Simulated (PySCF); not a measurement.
C₃H₆O₂Si, SMILES C1=C[C@@H]([SiH2]O)O1.

The structure is a stationary point at B3LYP-D3(BJ)/def2-SVP. The structure was generated by enumeration; whether it is a known compound was not checked. Other conformers were not sampled.

Two levels are set side by side: TDA-PBE/def2-SVPD (PySCF) and TDA-CAM-B3LYP/def2-SVPD (PySCF). Vertical, same geometry. The lowest singlet is HOMO→LUMO 71 %, HOMO→LUMO+1 28 % with PBE and HOMO→LUMO 75 % with the other functional; states are paired by order. Differences are taken from unrounded values.

```tsv
quantity	TDA-CAM-B3LYP	TDA-PBE	TDA-PBE minus TDA-CAM-B3LYP
lowest singlet excitation (eV)	6.06	4.91	-1.15
lowest triplet excitation (TDA) (eV)	3.99	4.08	0.09
```

Functionals without exact exchange tend to place singlet excitations lower, as here. Differences between two approximate levels are no errors against the true value.

Rough cost on one machine, each run with all the roots and properties that it gave: TDA-CAM-B3LYP against TDA-PBE about 4 times.
